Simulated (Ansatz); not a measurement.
Geometry optimisation, UKS r2SCAN-D4/STO-3G (Ansatz).

The input (input.yaml):

```yaml
crystal:
  periodic: [false, false, false]
  atoms:
    - { symbol: "N", position_ang: [0.8119, -0.0266, 1.5685] }
    - { symbol: B, position_ang: [0.6731, -0.5891, 0.1628] }
    - { symbol: Al, position_ang: [-0.757, 0.0991, -1.2111] }
    - { symbol: Cl, position_ang: [-0.7586, -0.7846, -3.22] }
    - { symbol: Cl, position_ang: [-2.1087, 1.7145, -0.6444] }
    - { symbol: H, position_ang: [-0.1753, -0.079, 1.9997] }
    - { symbol: H, position_ang: [0.9535, 1.0456, 1.4425] }
    - { symbol: H, position_ang: [1.4532, -1.4371, -0.154] }
magnetization:
  spin_polarized: true
basis:
  gaussian: { orbitals: STO-3G }
hamiltonian:
  xc: r2scan
  dispersion: d4
relax:
  f_tol: 0.02
  max_steps: 50
```

Command:

```bash
$ ansatz run input.yaml --threads 1 --pin off --max-ram 2048MiB --backend cpu --events-out ev --progress --plain --runs-dir out
```

Question: Where does it end, and by what steps?

Answer: The forces met the threshold. The force dipped under the threshold on the way, but the program's further checks kept it going. Limits of this set-up: minimal basis. After 16 steps the energy has fallen by 2.401 eV; H7 moved furthest, 1.28 Å.

```
step  energy less start (eV)  largest force component (eV/Å)  accepted
   0                  0.0000                           1.625       yes
   1                 -0.4065                           1.328       yes
   2                 -0.7428                           1.923       yes
   3                 -1.0765                           2.119       yes
   4                 -1.5056                           2.181       yes
   5                 -1.8610                           2.063       yes
   6                 -2.1283                           1.571       yes
   7                 -2.2732                           2.043       yes
   8                 -2.3240                           1.054       yes
   9                 -2.3810                           0.307       yes
  10                 -2.3942                           0.068       yes
  11                 -2.3965                           0.017       yes
  12                 -2.3985                           0.217       yes
  13                 -2.3999                           0.097       yes
  14                 -2.4004                           0.034       yes
  15                 -2.4006                           0.024       yes
  16                 -2.4006                           0.014       yes
```

```xyz
8
Properties=species:S:1:pos:R:3
N 0.609 0.151 1.336
B 0.698 -0.425 0.085
Al -0.753 -0.013 -1.245
Cl -0.924 -0.703 -3.201
Cl -2.305 1.257 -0.655
H -0.158 0.786 1.645
H 1.306 0.009 2.099
H 1.620 -1.120 -0.120
```

The run took 67 s on 1 thread of Intel(R) Xeon(R) Platinum 8375C CPU @ 2.90GHz (Ice Lake) (shared host), peak memory 0.24 GiB.
